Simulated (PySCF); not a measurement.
## Orbital picture of TlB

UHF at R = 2.492 Å; Tl aug-cc-pVDZ-PP with ECP60, B aug-cc-pVDZ; scalar-relativistic core potentials (PySCF 2.14). State: ³Π (triplet), unpaired electrons σ ↑, π ↑. Only the outer orbitals are listed, counted within each symmetry, core potentials removing the inner ones.

```json
{"spin": "α", "orbital": "5σ", "occ.": "1", "ε (eV)": "-16.09", "on Tl (%)": "32", "main shells (%)": "66 B s, 28 Tl s"}
{"spin": "α", "orbital": "6σ", "occ.": "1", "ε (eV)": "-12.16", "on Tl (%)": "58", "main shells (%)": "56 Tl s, 28 B s, 14 B p"}
{"spin": "α", "orbital": "7σ", "occ.": "1", "ε (eV)": "-7.10", "on Tl (%)": "46", "main shells (%)": "54 B p, 35 Tl p, 10 Tl s"}
{"spin": "α", "orbital": "3π", "occ.": "1", "ε (eV)": "-7.10", "on Tl (%)": "12", "main shells (%)": "87 B p, 11 Tl p"}
{"spin": "α", "orbital": "3π", "occ.": "0", "ε (eV)": "-0.17", "on Tl (%)": "83", "main shells (%)": "83 Tl p, 16 B p"}
{"spin": "β", "orbital": "5σ", "occ.": "1", "ε (eV)": "-13.65", "on Tl (%)": "62", "main shells (%)": "61 Tl s, 34 B s"}
{"spin": "β", "orbital": "6σ", "occ.": "1", "ε (eV)": "-9.20", "on Tl (%)": "47", "main shells (%)": "54 B s, 35 Tl s, 10 Tl p"}
{"spin": "β", "orbital": "3π", "occ.": "0", "ε (eV)": "0.02", "on Tl (%)": "94", "main shells (%)": "94 Tl p"}
{"spin": "β", "orbital": "3π", "occ.": "0", "ε (eV)": "0.27", "on Tl (%)": "107", "main shells (%)": "107 Tl p"}
```

Q: Which are the highest filled and the lowest empty level, where do they sit, and how wide is the gap?

A: Highest filled α 3π at -7.10 eV (in %: 87 B p, 11 Tl p); lowest empty α 3π at -0.17 eV (in %: 83 Tl p, 16 B p); the gap at UHF is 6.93 eV. Both belong to one degenerate shell, split only by its one-sided filling, so this is no excitation gap.

```
bond order (Mayer)                              : 0.76
⟨S²⟩                                            : 2.022
charge on Tl (Mulliken, basis-dependent)        : 0.47
charge on Tl (Löwdin, basis-dependent)          : 0.40
dipole moment (positive dipole means Tl(−)B(+)) : -2.62 D
polarisability along the bond                   : 118.3 bohr³
polarisability across the bond                  : 62.3 bohr³
```

Shares are Mulliken populations and can fall outside 0 to 100 %.

Spin–orbit coupling is left out, which matters for elements this heavy, above all for dissociation energies. The state was picked by a PBE0 search and need not be the measured ground state.
